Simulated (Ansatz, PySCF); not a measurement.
Gas-phase reaction R1 → P1, each structure at its B3LYP-D3(BJ)/def2-TZVP stationary point, reached from a drawn start; harmonic modes at that level show minima.
R1, C3H4 (SMILES C#CC) (charge 0, multiplicity 1):
```xyz
7

C     -0.93782    -0.09187    -0.12476
C      0.49683     0.04869     0.06609
C      1.68031     0.16459     0.22353
H     -1.16563    -0.96552    -0.73875
H     -1.35290     0.78715    -0.62192
H     -1.44870    -0.21029     0.83290
H      2.72801     0.26724     0.36291
```
P1, C3H4 (SMILES C=C=C) (charge 0, multiplicity 1):
```xyz
7

C      1.30011     0.00845    -0.00037
C      0.00000     0.00000    -0.00001
C     -1.30011    -0.00845     0.00039
H      1.86730    -0.65447    -0.64365
H      1.85896     0.67870     0.64262
H     -1.86752     0.63099    -0.66605
H     -1.85874    -0.65523     0.66717
```

P less R. No zero-point or thermal terms.

Frozen-core correlation throughout. CBS(a, b) extrapolates the correlation energy as X⁻³ and adds the Hartree–Fock energy of set b.

Run with Ansatz (an electronic-structure program); PySCF for the D3/D4 terms. Each number belongs to the level named beside it.

The comparison value is 1.44 kcal/mol (CCSD(T)/CBS(cc-pVTZ, cc-pVQZ)). It is a level with limits of its own, not the exact answer.

### Question
Order these levels by how close they come to the comparison value for the reaction energy, closest first: BLYP-D3(BJ)/def2-TZVPP, MP2/cc-pVQZ, BHLYP-D4/def2-TZVPP, r2SCAN/def2-TZVPP, MP2/cc-pVDZ. Give each level's value less the comparison value.

### Answer
BHLYP-D4/def2-TZVPP (-2.08 kcal/mol), MP2/cc-pVDZ (2.66 kcal/mol), MP2/cc-pVQZ (3.20 kcal/mol), r2SCAN/def2-TZVPP (-3.96 kcal/mol), BLYP-D3(BJ)/def2-TZVPP (-4.65 kcal/mol)
